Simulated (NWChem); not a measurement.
Molecule: C2H4BF3; SMILES CB(F)C(F)F

```xyz
10

C      1.4003    -1.1739    -0.3865
B     -0.0426    -0.7875     0.0378
F     -0.9766    -1.6973     0.2786
C     -0.4874     0.7511     0.1825
F      0.3913     1.4006     0.9941
F     -0.4223     1.3240    -1.0541
H      1.5831    -2.2565    -0.4083
H      1.5981    -0.7515    -1.3872
H      2.1274    -0.6855     0.2832
H     -1.5048     0.9220     0.5795
```
Atoms are numbered in this order, from 1.

Program: NWChem. Geometry: optimised at PBE0/def2-SVP. Total energies compare along this basis series because the functional is fixed.

```tsv
level	basis functions	energy (Ha)	highest occupied level (eV)	orbital gap (eV)	dipole (D)
B3LYP/pcseg-1	104	-402.9871	-8.51	7.27	1.03
B3LYP/aug-pcseg-1	174	-403.0068	-8.62	7.26	1.06
B3LYP/pcseg-2	236	-403.2388	-8.59	7.26	1.07
B3LYP/STO-3G	34	-397.4232	___	___	1.02
B3LYP/def2-SVP	104	-402.7535	-8.32	7.25	0.98
```

### Question
Complete the blanks.

### Answer

- B3LYP/STO-3G, highest occupied level (eV): -3.86
- B3LYP/STO-3G, orbital gap (eV): 6.05
